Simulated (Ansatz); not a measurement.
Basis-set extrapolation for `C[CH2][Al@-]1([Cl])[Cl+][Al@@-]([Cl])([CH2]C)[Cl+]1` (PBE0-D4/def2-TZVP geometry, frozen core, the Gaussian-basis code of Ansatz). Multiplicity 1, RHF reference.

```tsv
	def2-TZVPP	def2-QZVPP
HF	-2479.606752	-2479.678804
MP2 correlation	-1.622336	-1.758661
CCSD(T) correlation	-1.808020	not run
```

Energies in hartree. Use E(X) = E(∞) + A·exp(−7.88·√X) for Hartree–Fock and E(X) = E(∞) + B·X^(−2.97) for correlation, with X = 3 and 4, and add CCSD(T) minus MP2 of the smaller set to the MP2 limit.

Task: What is the CCSD(T) energy at the basis-set limit?

Result: HF limit: -2479.678804 + (-0.072052) × 0.13774 = -2479.68873. MP2 limit: -1.758661 + (-0.136325) × 0.74074 = -1.85964. Higher-order term: -1.808020 − (-1.622336) = -0.18568. Total: -2481.73405 hartree, 838.3 kJ/mol below CCSD(T)/def2-TZVPP.
